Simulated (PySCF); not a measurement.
Compound: C2H7NOSi.
Cartesian coordinates in Å at the GFN2-xTB level; atoms count from 1:
```
atom  x, y, z in Å
C1     1.834    0.618   -0.022
C2     1.453   -0.522    0.526
O3     0.250   -1.105    0.404
Si4   -1.099   -0.720   -0.425
N5    -1.656    0.840    0.056
H6     2.824    1.000    0.136
H7     1.164    1.190   -0.637
H8     2.118   -1.109    1.152
H9    -0.879   -0.602   -1.865
H10   -1.895   -1.881   -0.037
H11   -2.507    1.198   -0.346
H12   -1.606    1.092    1.031
```

A PySCF run (density fitting, gas phase, GFN2-xTB geometry) gave HOMO -8.28 eV, LUMO 1.07 eV, dipole 1.40 D and E = -499.602 Eh.

Question: Which of these levels was it?
A. PBE0/pcSseg-1
B. wB97X-D/Sadlej pVTZ
C. OLYP/pcSseg-1
D. CAM-B3LYP/def2-SVPD

Answer: D. It is CAM-B3LYP/def2-SVPD. All candidates on this geometry:

| level and settings | kind | basis functions | SCF cycles | E (Eh) | HOMO (eV) | LUMO (eV) | dipole (D) |
| --- | --- | --- | --- | --- | --- | --- | --- |
| OLYP/pcSseg-1, energy threshold 1e-08 Eh | GGA | 127 | 10 | -499.8010 | -5.48 | -0.21 | 1.57 |
| PBE0/pcSseg-1 | global hybrid | 127 | 14 | -499.5214 | -6.87 | 0.57 | 1.55 |
| CAM-B3LYP/def2-SVPD | range-separated hybrid | 163 | 13 | -499.6021 | -8.28 | 1.07 | 1.40 |
| wB97X-D/Sadlej pVTZ, grid level 4, energy threshold 1e-11 Eh | range-separated hybrid | 191 | 13 | -499.8923 | -8.72 | 0.88 | 1.41 |

The nearest other candidate, by the summed differences of HOMO and LUMO, is wB97X-D/Sadlej pVTZ: its HOMO differs by -0.44 eV and its LUMO by -0.19 eV. wB97X-D ran without the empirical dispersion term, which would shift the total energy alone. Cycle counts include a coarse-grid stage where the run had one.
